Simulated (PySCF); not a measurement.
Ligands exchanged one at a time, Al OH-SiH3. Gas-phase values, no solvent. One relaxed conformer stands for each flexible species; it need not be the lowest. Strings in code marks are SMILES.

The S1 excitation (TDA) from two functionals at the same geometries (B3LYP-D3(BJ)/def2-TZVP), both in PySCF: PBE-D3(BJ)/def2-TZVP and B3LYP-D3(BJ)/def2-TZVP. B3LYP has the VWN-RPA correlation part, as in Gaussian. Excitations are Tamm–Dancoff values on a coarser integration grid. The basis has no diffuse functions, so Rydberg states are missing or too high.

```json
[
 {"species": "0 of 3 OH replaced by SiH3 (`[OH][Al]([OH])[OH]`)", "PBE-D3(BJ)/def2-TZVP (eV)": "6.05"},
 {"species": "2 of 3 OH replaced by SiH3 (`[SiH3][Al]([OH])[SiH3]` (H–O–Al–Si torsion 180°))", "PBE-D3(BJ)/def2-TZVP (eV)": "3.76"},
 {"species": "3 of 3 OH replaced by SiH3 (`[Al]([SiH3])([SiH3])[SiH3]`)", "PBE-D3(BJ)/def2-TZVP (eV)": "3.14"}
]
```

What does B3LYP-D3(BJ)/def2-TZVP give for each?


- 0 of 3 OH replaced by SiH3 (`[OH][Al]([OH])[OH]`): 6.72
- 2 of 3 OH replaced by SiH3 (`[SiH3][Al]([OH])[SiH3]` (H–O–Al–Si torsion 180°)): 3.97
- 3 of 3 OH replaced by SiH3 (`[Al]([SiH3])([SiH3])[SiH3]`): 3.37
Over these rows, drawn at random from the members with no instability flagged (it was tested for open shells, ions and some series alone), PBE minus B3LYP-D3(BJ): mean -0.37 eV, from -0.67 eV to -0.21 eV.
